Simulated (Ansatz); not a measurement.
Stepwise reaction of `Cl[SiH](Br)Br` with ammonia, as a gas-phase model of exchange steps in deposition or etching. ΔE in kJ/mol; ΔG adds harmonic PBE0-D4 terms to CCSD(T)/CBS, at 1 bar.

Calculated with Ansatz (gas phase, PBE0-D4/def2-TZVP geometries, no zero-point term in ΔE). CCSD(T)/CBS adds triple-zeta CCSD(T) − MP2 to the extrapolated MP2 energy (def2 sets, frozen cores). This one scheme is used for every species. DFT in def2-TZVPP. B3LYP here is the variant with VWN-RPA as its local correlation; programs differ in this. For Br outer-core shells are correlated without core-valence functions, which leaves a few kJ/mol of doubt a bond. Scalar relativity is left out up to krypton. Each species was taken in one conformer, which may not be the lowest.

```json
{"step": "2", "reaction": "`N[SiH](Cl)Br` + NH₃ → `N[SiH](N)Cl` + HBr", "PBE-D4": "32.0", "B3LYP-D4": "25.3", "ωB97M-V": "25.9", "CCSD(T)/CBS": "28.3", "ΔG(600 K)": "24.7"}
```

Problem. Give the row of step 1, `Cl[SiH](Br)Br` + NH₃ → `N[SiH](Cl)Br` + HBr. (An estimate is asked.)

Solution. Computed: 
```
step                                      reaction  PBE-D4  B3LYP-D4  ωB97M-V  CCSD(T)/CBS  ΔG(600 K)
   1  `Cl[SiH](Br)Br` + NH₃ → `N[SiH](Cl)Br` + HBr    29.2      22.3     22.6         26.6       16.8
```

Problem. By hand: ΔE of the 2 steps together at CCSD(T)/CBS.

Solution. (26.6) + (28.3) = 54.9 kJ/mol, or 27.5 kJ/mol a step.

In ΔE the steps differ by no more than 1.7 kJ/mol. All are uphill at CCSD(T)/CBS. ΔG lies between 16.8 and 24.7 kJ/mol a step. PBE-D4 differs from CCSD(T)/CBS by 2.6 to 3.7 kJ/mol a step. Only this route is followed, and other bonds may react first. Isolated molecules leave out the surface, adducts and barriers. Largest T1 diagnostic: 0.009.
